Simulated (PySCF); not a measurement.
## Dipole response of Ar²⁺ (argon, charge +2)

[Ne] 3s2 3p4, high-spin 3P determinant. Calculation: PySCF 2.14, in aug-cc-pV(5+d)Z (8s7p6d4f3g2h, 136 functions); no relativity, point nucleus. Coupled (time-dependent) response in atomic units; α is the mean over directions.

```json
{"method": "TPSS", "mean α (bohr³)": "4.816", "α xx, yy, zz": "4.858, 4.733, 4.858", "C₆ (like pair)": "17.02", "S(−4)": "5.607"}
```

S(−4) is the Cauchy moment in α(ω) = α(0) + S(−4) ω² + …

α(iu) at TPSS:

| u (hartree) | α(iu) (bohr³) |
| --- | --- |
| 0 | 4.816 |
| 0.0500 | 4.802 |
| 0.100 | 4.761 |
| 0.200 | 4.604 |
| 0.300 | 4.367 |
| 0.500 | 3.763 |
| 0.750 | 2.984 |
| 1.00 | 2.330 |
| 1.50 | 1.459 |
| 2.00 | 0.9772 |
| 3.00 | 0.5250 |
| 5.00 | 0.2330 |

For an ion, C₆ is the dispersion term alone; charge-induced terms of lower order in 1/R come first.

The components differ because the open shell of this determinant is not spherical; for a pure term their mean is the scalar polarisability.
